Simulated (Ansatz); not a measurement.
`C#[C][SnH]([Cl])[Cl]` + H₂S → `[SH][SnH]([Cl])[Cl]` + `C#C` at 298.15 K and 1 bar (ligand exchange at the Sn–C bond).

Computed with Ansatz on PBE0-D4/def2-TZVP structures; ΔE is electronic, products minus reactants. CCSD(T)/CBS is the MP2 limit (def2-TZVPP, def2-QZVPP) plus CCSD(T) − MP2 in def2-TZVPP, frozen cores. This one scheme is used for every species. Elements past krypton have def2 core potentials. For Sn outer-core shells are correlated without core-valence functions, which leaves a few kJ/mol of doubt a bond. Each species was taken in one conformer, which may not be the lowest.

```csv
species,CCSD(T)/CBS energy (Eh),H − E (kJ/mol),S (J/(mol·K))
`C#[C][SnH]([Cl])[Cl]`,-1210.91086,95.5,374.8
H₂S,-398.97279,49.9,205.7
`[SH][SnH]([Cl])[Cl]`,-1532.67433,69.6,378.0
`C#C`,-77.22717,80.8,200.2
```

H − E and S are ideal-gas, rigid-rotor, harmonic terms from PBE0-D4/def2-TZVP, for one conformer and one mirror image of each species. 1 Eh = 2625.50 kJ/mol, R = 8.31446 J/(mol·K).

Problem. By hand: ΔE, ΔH, ΔS and ΔG.

Solution. ΔE = (-1532.67433) + (-77.22717) − (-1210.91086) − (-398.97279) = -0.01785 Eh = -46.9 kJ/mol. Δ(H − E) = 69.6 + 80.8 − 95.5 − 49.9 = 5.0, so ΔH = -41.9 kJ/mol. ΔS = 378.0 + 200.2 − 374.8 − 205.7 = -2.3 J/(mol·K). ΔG = -41.9 − 298.15 × (-2.3)/1000 = -41.2 kJ/mol.

Problem. By hand: the equilibrium constant, and the temperature at which ΔG would vanish if ΔH and ΔS stayed fixed.

Solution. log₁₀ K = −ΔG/(RT ln 10) = 7.2. ΔG = 0 at ΔH/ΔS = 18217 K, far beyond where these terms or the molecules hold.

The number of gas molecules stays the same, so ΔS is small and ΔH decides. A doubt of 5 kJ/mol in ΔE shifts log₁₀ K by 0.9 here. Other conformers and mirror images would add mixing entropy, several J/(mol·K) or more a flexible species. Modes under 60 cm⁻¹, often nearly free rotors, make the harmonic entropy too high. These are equilibria of isolated gas molecules and say nothing of rates. Largest T1 diagnostic: 0.013 (customary marks: 0.02 for closed shells, 0.045 for open ones).
